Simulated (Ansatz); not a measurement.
BaF2, triplet, at the geometry of the source list (a higher spin typed on purpose: for a closed-shell molecule this is an excited state) (core potentials on Ba). Base run: BLYP/def2-SV(P) run with Ansatz (a first-principles code).

The Ansatz input:
Ansatz 0.2 input:
```yaml
crystal:
  periodic: [false, false, false]
  atoms:
    - {symbol: Ba, position_ang: [-0.00000000, -0.00000000, -0.00000000]}
    - {symbol: F, position_ang: [-0.26440000, 1.57390000, -1.38310000]}
    - {symbol: F, position_ang: [0.26440000, -1.57390000, 1.38310000]}
basis:
  gaussian:
    orbitals: def2-SV_P_.json
hamiltonian:
  xc: blyp
magnetization: {spin_polarized: true, initial_magnetization: 2}
```
The basis file holds def2-SV(P) in the JSON format of the Basis Set Exchange.

Variants of this job, named by their change:

```csv
change,E (Eh),<S^2>,core-seconds (rough)
base,-224.92405,2.002,3
functional = revpbe,-224.93490,2.002,3
functional = hf,-223.72739,2.010,1
functional = pbe,-224.79034,2.002,3
functional = hse06,-224.73814,2.007,8
functional = SVWN5,-223.62355,2.001,0.6
functional = B97M-V,-224.87031,2.004,20
functional = pbe0,-224.74606,2.007,3
functional = cam_b3lyp,-224.85028,2.008,2
functional = b3lyp,-224.95458,2.006,3
functional = lc_wpbe,-224.83135,2.009,3
functional = wB97X,-224.87385,2.010,10
functional = pbe0; dispersion = d3bj,-224.74686,2.007,3
```

Absolute energies of different levels of theory aren't comparable as measures of quality.
